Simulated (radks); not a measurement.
Task: The mean radii <r> (bohr) of the occupied orbitals of an atom or ion are listed with their occupations. Calculated with a radial shooting solver on a logarithmic mesh with Libxc functionals: non-relativistic Kohn-Sham, exchange-only r2SCAN, spin-polarised, spherical densities, point nucleus; meta-GGA in the generalised Kohn-Sham scheme.

| orbital | occ. | <r> |
|---|---|---|
| 1s | 2 | 0.07738 |
| 2s | 2 | 0.3654 |
| 2p | 6 | 0.3282 |
| 3s | 2 | 1.164 |
| 3p | 6 | 1.273 |
| 4s | 2 | 4.231 |

Name the element and its charge. Open shells, if any, are filled with parallel spins first.

Result: Z = 20, calcium, charge 0: Ca in [Ar] 4s2. The 1s radius gives Z: for a bare nucleus <r> = 1.5/Z, 0.075 bohr for Z = 20, and screening makes it slightly larger (0.07738 here). The occupations add up to 20, and the charge is Z minus that.
